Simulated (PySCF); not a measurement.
Si(H)(F)(Cl)(OMe) (CH4ClFOSi), SMILES CO[SiH](F)Cl. Geometry: B3LYP-D3(BJ)/def2-SVP. The structure was generated by enumeration, and PubChem lists no compound with its InChIKey, so it may never have been made. Other conformers were not sampled.

Give the equilibrium geometry at B3LYP-D3(BJ)/def2-SVP (PySCF confirms it by a frequency run) as Cartesian coordinates in Å. (An estimate is asked for; the answer gives what the named calculation found.)

This is not unique; one that fits is 
```xyz
9

Si     0.0754     0.1513     0.4500
F     -0.0078     1.7388     0.1421
Cl     1.8596    -0.5637    -0.2523
O     -1.1141    -0.6265    -0.3625
C     -2.5035    -0.3707    -0.2622
H     -0.0143    -0.0139     1.9134
H     -2.7472     0.6554    -0.5867
H     -2.8703    -0.5101     0.7709
H     -3.0326    -1.0801    -0.9150
```
